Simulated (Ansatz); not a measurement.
Consider the formal exchange of groups at the Si–S bond: `S[SiH]1[CH2][GeH2]1` + SiH₄ → `[SiH3][SiH]1[CH2][GeH2]1` + H₂S.

Isolated molecules relaxed with PBE0-D4/def2-TZVP in Ansatz; ΔE leaves out vibrations. CCSD(T)/CBS is the MP2 limit (def2-TZVPP, def2-QZVPP) plus CCSD(T) − MP2 in def2-TZVPP, frozen cores. This one scheme is used for every species. DFT in def2-TZVPP. B3LYP here is the variant with VWN-RPA as its local correlation; programs differ in this. For Ge outer-core shells are correlated without core-valence functions, which leaves a few kJ/mol of doubt a bond. Scalar relativity is left out up to krypton. One conformer a species, not always the lowest.

| level | ΔE (kJ/mol) | difference from CCSD(T)/CBS |
| --- | --- | --- |
| r2SCAN-D4 | 45.2 | 0.4 |
| PBE0-D4 | 40.2 | -4.6 |
| ωB97X-V | 45.4 | 0.6 |
| ωB97M-V | 49.9 | 5.1 |
| B2PLYP | 48.8 | 4.0 |
| PBE | 38.8 | -6.0 |
| r2SCAN | 45.6 | 0.8 |
| PBE0 | 40.9 | -3.9 |
| B3LYP | 47.1 | 2.3 |
| MP2/def2-TZVPP | 51.3 | 6.5 |
| SCS-MP2/def2-TZVPP | 51.5 | 6.7 |
| CCSD(T)/def2-TZVPP | 43.4 | -1.4 |
| HF/def2-QZVPP | 54.9 | 10.1 |
| SCS-MP2/def2-QZVPP | 52.4 | 7.6 |
| MP2/CBS(def2) | 52.8 | 8.0 |
| CCSD/CBS(def2) | 45.3 | 0.5 |
| CCSD(T)/CBS | 44.8 | 0 |

Largest T1 diagnostic among the species: 0.013.

In def2-TZVPP, CCSD(T) changes the Hartree–Fock value by −11.4 kJ/mol (the triples alone add −0.5 kJ/mol) and MP2 by −3.4 kJ/mol.
